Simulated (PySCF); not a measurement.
## Partial charges of `F[C@@H]1C[SiH2][Si@@](F)(P)C1`

Species: C₃H₉F₂PSi₂.
Numbering: `[F:1][C@@H:2]1[CH2:3][SiH2:4][Si@@:5]([F:6])([PH2:7])[CH2:8]1` (hydrogens: H9 on C2; H10, H11 on C3; H12, H13 on Si4; H14, H15 on P7; H16, H17 on C8)

Geometry (GFN2-xTB, Å), atoms numbered from 1 in this order:
```
atom  x, y, z in Å
F1    -2.0010   -0.3553   -1.2159
C2    -1.6615   -0.4166    0.1310
C3    -1.3812    1.0068    0.6018
Si4    0.1322    1.6767   -0.3683
Si5    1.0890   -0.4500   -0.4464
F6     1.2736   -0.9955   -1.9676
P7     2.9185   -1.2393    0.5985
C8    -0.4559   -1.3356    0.2791
H9    -2.5472   -0.8373    0.6283
H10   -1.1851    0.9812    1.6735
H11   -2.2753    1.6112    0.4527
H12   -0.2867    2.2777   -1.6345
H13    0.8021    2.6979    0.4477
H14    2.7821   -0.4083    1.6983
H15    3.7772   -0.3598   -0.0360
H16   -0.3252   -1.5701    1.3355
H17   -0.6628   -2.2718   -0.2391
```

Density: PBE0/pcSseg-1 (PySCF); schemes: Mulliken, IAO, Hirshfeld and ESP-fitted. Geometry: GFN2-xTB, one conformer, isolated molecule.

Which atoms carry the lowest charge in the Mulliken, IAO, Hirshfeld and ESP-fitted schemes?

The schemes don't all agree: Mulliken C8 (-0.513); IAO C8 (-0.573); Hirshfeld F6 (-0.211); ESP-fitted C8 (-0.428).

At which atom do the 4 schemes differ most?

At Si5: from +0.312 (Hirshfeld) to +0.885 e (IAO), 0.573 e apart.

Do the Mulliken, IAO, Hirshfeld and ESP-fitted schemes agree on where the charge is highest?

All schemes agree: Mulliken Si5 (+0.761); IAO Si5 (+0.885); Hirshfeld Si5 (+0.312); ESP-fitted Si5 (+0.476).

What partial charge does each atom carry?

In e:

```
atom                  environment  Mulliken     IAO  Hirshfeld  ESP-fitted
  F1               alkyl fluorine    -0.331  -0.336     -0.107      -0.238
  C2               sp3 C–F carbon    +0.114  +0.193     +0.062      +0.241
  C3  sp3 carbon bound to silicon    -0.499  -0.543     -0.169      -0.229
 Si4                 SiH2 silicon    +0.317  +0.411     +0.238      +0.085
 Si5       fluorine-bound silicon    +0.761  +0.885     +0.312      +0.476
  F6       silicon-bound fluorine    -0.416  -0.533     -0.211      -0.257
  P7  three-coordinate phosphorus    -0.210  -0.090     -0.010      -0.321
  C8  sp3 carbon bound to silicon    -0.513  -0.573     -0.179      -0.428
  H9             methine hydrogen    +0.116  +0.139     +0.041      +0.035
 H10           methylene hydrogen    +0.147  +0.152     +0.045      +0.084
 H11           methylene hydrogen    +0.159  +0.160     +0.044      +0.101
 H12                Si–H hydrogen    -0.023  -0.083     -0.064      -0.006
 H13                Si–H hydrogen    -0.054  -0.103     -0.078      -0.065
 H14                 P–H hydrogen    +0.048  -0.005     -0.010      +0.100
 H15                 P–H hydrogen    +0.067  +0.003     -0.006      +0.121
 H16           methylene hydrogen    +0.147  +0.153     +0.044      +0.147
 H17           methylene hydrogen    +0.169  +0.171     +0.048      +0.152
```

Mean size of the charges over all atoms: IAO 0.267 e, Mulliken 0.241 e, ESP-fitted 0.182 e, Hirshfeld 0.098 e. Each set sums to the total charge, 0, to within 0.001 e. The ESP scheme fits charges at the nuclei, held to the total charge, to the electrostatic potential on points at 1.4 to 2.0 times the van der Waals radii.

How many electrons does the Mulliken scheme count on C3?

Z − q = 6 − (-0.499) = 6.499.

Sum the charges by element, for elements with more than one atom.

```tsv
element	atoms	Mulliken	IAO	Hirshfeld	ESP-fitted
F	2	-0.747	-0.869	-0.318	-0.495
C	3	-0.898	-0.923	-0.285	-0.415
Si	2	+1.078	+1.296	+0.550	+0.562
H	9	+0.777	+0.586	+0.063	+0.670
```
